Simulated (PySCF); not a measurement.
Compound: (OH)3Hf-S-SiH3 (singlet state).
Cartesian coordinates in Å at the PBE0-D3(BJ)/def2-SVP level; atoms count from 1:
```
atom  x, y, z in Å
Hf1    0.476   -0.326    0.995
O2    -1.075   -1.284    1.594
O3     1.347   -1.279   -0.425
O4     1.668    0.047    2.449
S5    -0.217    1.882    0.104
Si6   -0.921    1.211   -1.799
H7    -1.855   -1.751    1.882
H8     1.709   -1.844   -1.104
H9     2.302    0.121    3.159
H10   -1.464   -0.184   -1.717
H11    0.166    1.216   -2.824
H12   -2.021    2.108   -2.261
```

Theory: PBE0-D3(BJ)/def2-SVP geometry optimisation, gas phase, def2 core potentials past Kr (PySCF).

Problem. Which atoms are bound to Hf1, and at what distances?

Solution. 4 atoms: O4 1.917 Å, O2 1.919 Å, O3 1.919 Å, S5 2.479 Å. The nearest atom not counted as bound is H9, at 2.87 Å (others tie with it).

Problem. List the angles at Hf1.

Solution. 
| angle | degrees | distance of the outer atoms (Å) |
| --- | --- | --- |
| O3–Hf1–O4 | 112.0 | 3.18 |
| O2–Hf1–O4 | 111.3 | 3.17 |
| O2–Hf1–O3 | 110.5 | 3.15 |
| O2–Hf1–S5 | 109.3 | 3.60 |
| O3–Hf1–S5 | 107.6 | 3.57 |
| O4–Hf1–S5 | 105.8 | 3.52 |

Problem. What is the shape at Hf1?

Solution. Distorted tetrahedral: angles from 105.8° to 112.0°; τ4 = (360° − α − β)/141° = 0.97 with α and β the two widest (0 for a square, 1 for a tetrahedron).

Problem. What are the other bond lengths?

Solution. O2–H7, O3–H8, O4–H9 0.954 Å; S5–Si6 2.137 Å; Si6–H10, Si6–H11, Si6–H12 1.495 Å.

Problem. Give some angles away from the centre.

Solution. Hf1–S5–Si6 97.6°.

Problem. What are the rotational constants (commonest isotopes, rigid rotor)?

Solution. A = 2227, B = 874.6, C = 817.4 MHz: a near-prolate asymmetric top.

Point group: C1 (no symmetry element, even within 0.4 Å). Charge 0, singlet. No PBE0-D3(BJ)/def2-SVP frequencies stand behind this structure, so it isn't proved a minimum.

Time: 3.4 min wall; peak memory 0.54 GiB. Hardware: AMD EPYC 7R43, one thread, shared host with 256 logical CPUs at a one-minute load of 41. That covers the optimisation of the geometry.
